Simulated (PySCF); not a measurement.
Core-level binding energies of BEt2H

Compound: BEt2H, C4H11B.
Structure used (PBE0-D3(BJ)/def2-SVP), in Å, numbered top down from 1:
```xyz
16
C4H11B angstrom
B     -0.3506   -0.5556    0.0208
C      1.2153   -0.5913   -0.0638
C      1.7399   -0.9512    1.3371
H      1.6384    0.3791   -0.3747
H      1.5632   -1.3557   -0.7789
H      2.8404   -0.9842    1.3580
H      1.4239   -0.2155    2.0945
H      1.3745   -1.9366    1.6666
C     -1.1701    0.7794    0.0957
C     -1.5941    1.1125   -1.3463
H     -0.5697    1.6131    0.4971
H     -2.0736    0.6800    0.7192
H     -2.1872    2.0394   -1.3863
H     -0.7227    1.2558   -2.0055
H     -2.2093    0.3112   -1.7861
H     -0.9526   -1.6144    0.0190
```

Theory: delta-SCF UKS SCAN, pcX-2 on the ionised atom, pcseg-1 elsewhere, spin-free X2C in PySCF. Binding energies are ΔSCF values: E(core-ionised, relaxed orbitals) − E(ground state) at a fixed geometry, referred to the vacuum level.

Q: What binding energy does each computed site have?

A: 
```csv
atom(s),environment,level,binding energy (eV),above the level's lowest (eV),count
C3/C10,carbon bonded to C and 3 H,C 1s,290.68,+0.73,2
C2/C9,"carbon bonded to B, C and 2 H",C 1s,289.95,0.00,2
B1,boron bonded to 2 C and H,B 1s,195.52,0.00,1
```

The listed C 1s values span 0.73 eV, from C2/C9 (bonded to C, 2 H and B) to C3/C10 (bonded to C and 3 H).

Q: Which photon energy gives electrons from C 1s of C3/C10 a kinetic energy of 50 eV, and what is their de Broglie wavelength?

A: hν = 290.68 + 50 = 340.68 eV, recoil neglected; λ = 12.264 Å/√(E/eV) = 1.73 Å.

Q: What is the longest wavelength that can ionise C 1s of C3/C10 vertically?

A: λ = hc/E = 12398.42 eV Å / 290.68 eV = 42.653 Å.

Topologically equivalent atoms share the value of their first member; where this conformer doesn't relate them by symmetry, their own values could differ. One conformer (not necessarily the lowest) at the PBE0-D3(BJ)/def2-SVP geometry, without solvent, vibrations or thermal averaging.
